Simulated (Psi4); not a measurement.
A dimer, HBr ··· Br2 (SMILES Br and BrBr); the first 2 atoms form monomer A.

```
4

Br     0.7124     0.0000     0.0000
H     -0.7124     0.0000     0.0000
Br    -1.4173     2.2595    -1.8818
Br    -2.7545     3.5485    -3.2650
```

Task: What interaction energy does Psi4 1.11 with SAPT0/jun-cc-pVDZ, frozen core give, and which attractive term is the largest?

Result: Total -0.56 kJ/mol: electrostatics -3.95, exchange 12.75, induction -3.29, dispersion -6.08. The most attractive term is dispersion.
